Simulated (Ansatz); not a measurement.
A run of Ansatz (development build ahead of 0.2.0) on doublet MnC at this shape:

```xyz
2

Mn    0.0000    0.0000    0.0000
C     0.0000    0.0000    3.6860
```

Its results:

| Item | Value |
| --- | --- |
| Converged | yes |
| Total energy | -1188.36875 hartree |
| Spin squared of the determinant | 0.750 |
| Stability test | minimum among restricted orbitals |

(1) Which input gives this output? Name the method, the orbitals and the basis set, and write the input.

Answers

(1) PBE0 (restricted open-shell) in pcseg-2.

```yaml
crystal:
  periodic: [false, false, false]
  atoms:
    - { symbol: Mn, position_ang: [0.0, 0.0, 0.0] }
    - { symbol: C, position_ang: [0.0, 0.0, 3.686] }
basis:
  gaussian: { orbitals: pcseg-2 }
magnetization:
  initial_magnetization: 1
hamiltonian:
  xc: pbe0
```

Caution: stretched shape with no unrestricted run beside it, a lower state can exist; another spin multiplicity may lie lower.
